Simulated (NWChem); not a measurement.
System meant: BSiH3Cl2; SMILES [SiH3]B(Cl)Cl

NWChem input:

```
start job
memory heap 200 mb stack 900 mb global 1100 mb
geometry units angstroms noautoz
  B     -0.013505    -0.090245     0.005606
  Cl     1.534053    -0.909618    -0.004619
  Cl    -1.466109    -1.063144    -0.004335
  Si    -0.067643     1.935029     0.005171
  H     -1.458745     2.459732     0.149240
  H      0.509109     2.429336    -1.284973
  H      0.778136     2.459520     1.122225
end
basis spherical
  * library def2-svp
end
dft
  xc pbe0
  iterations 4
  mulliken
end
task dft energy
```

End of the output:

```
    Atom       Charge   Shell Charges
 -----------   ------   -------------------------------------------------------
    1 B    5     5.53   1.97  0.64  0.33  1.39  0.95  0.25
    2 Cl  17    16.79   2.00  1.95  1.02  0.73  5.82  2.25  2.99  0.03
    3 Cl  17    16.79   2.00  1.95  1.02  0.73  5.82  2.25  2.98  0.03
    4 Si  14    13.68   2.00  1.93  0.67  0.35  5.82  1.35  1.35  0.21
    5 H    1     1.07   0.63  0.42  0.02
    6 H    1     1.07   0.63  0.41  0.02
    7 H    1     1.07   0.63  0.41  0.02

 center of mass
 --------------
 x =   0.01225502 y =  -0.15719185 z =   0.00065940

 moments of inertia (a.u.)
 ------------------
         692.268326903578           0.000000000000           0.000000000000
           0.000000000000         583.768109382876           0.000000000000
           0.000000000000           0.000000000000        1254.921878237143

     Multipole analysis of the density
     ---------------------------------

     L   x y z        total         alpha         beta         nuclear
     -   - - -        -----         -----         ----         -------
     0   0 0 0     -0.000000    -28.000000    -28.000000     56.000000

     1   1 0 0     -0.020125     -0.010062     -0.010062     -0.000000
     1   0 1 0      0.086698      0.043349      0.043349     -0.000000
     1   0 0 1      0.003588      0.001794      0.001794      0.000000

     2   2 0 0    -34.333310   -159.330595   -159.330595    284.327879
     2   1 1 0      0.080140      1.446371      1.446371     -2.812603
     2   1 0 1      0.001556     -0.003263     -0.003263      0.008082
     2   0 2 0    -34.836177   -202.623438   -202.623438    370.410699
     2   0 1 1     -0.006792      0.027429      0.027429     -0.061650
     2   0 0 2    -33.410352    -21.942319    -21.942319     10.474286

 ------------------------------------------------------------------------
 dft energy failed                                                                                  0
 ------------------------------------------------------------------------
 ------------------------------------------------------------------------
  current input line :
    20: task dft energy
 ------------------------------------------------------------------------
 ------------------------------------------------------------------------
 This type of error is most commonly associated with calculations not reaching convergence criteria
 ------------------------------------------------------------------------
 For more information see the NWChem manual at https://nwchemgit.github.io

0:dft energy failed:Received an Error in Communication
```

Problem. Find the fault in this run and fix the input.

Solution. Convergence was not reached. Cause: the SCF was allowed too few iterations. This input runs:
```
start job
memory heap 200 mb stack 900 mb global 1100 mb
geometry units angstroms noautoz
  B     -0.013505    -0.090245     0.005606
  Cl     1.534053    -0.909618    -0.004619
  Cl    -1.466109    -1.063144    -0.004335
  Si    -0.067643     1.935029     0.005171
  H     -1.458745     2.459732     0.149240
  H      0.509109     2.429336    -1.284973
  H      0.778136     2.459520     1.122225
end
basis spherical
  * library def2-svp
end
dft
  xc pbe0
  iterations 150
  mulliken
end
task dft energy
```
It converges to -1235.75113 Ha (PBE0/def2-SVP).
